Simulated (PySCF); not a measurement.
# Rotational lines of SbO⁺

Lines J+1 ← J of the vibrational ground state, computed from PBE0 constants of SbO⁺, ¹Σ⁺ (singlet), closed shell (PySCF, scalar-relativistic core potentials, basis sets Sb cc-pVTZ-PP with ECP28, O cc-pVTZ; masses 120.9038 and 15.9949 u), in MHz:

| J | ν (MHz) |
| --- | --- |
| 2 | 69109.2 |
| 3 | 92144.8 |
| 4 | 115179.8 |
| 5 | 138213.9 |
| 6 | 161247.1 |

Problem. Find B0 and the effective bond length r0; with αe = 0.00188 cm⁻¹, find Re.

Solution. ν = 2B0(J+1) − 4D(J+1)³ gives B0 = 0.38421 cm⁻¹. With the reduced mass μred = 14.126 u, r0 = √(16.8576/(μred·B0)) (u, cm⁻¹, Å) = 1.7624 Å. Be = B0 + αe/2 = 0.38515 cm⁻¹ gives Re = 1.760 Å.

Spin–orbit coupling is left out, which matters for elements this heavy, above all for dissociation energies. For an ion De counts to the pair picked by the measured ionisation energies or electron affinities, which need not be the lowest pair at this level.
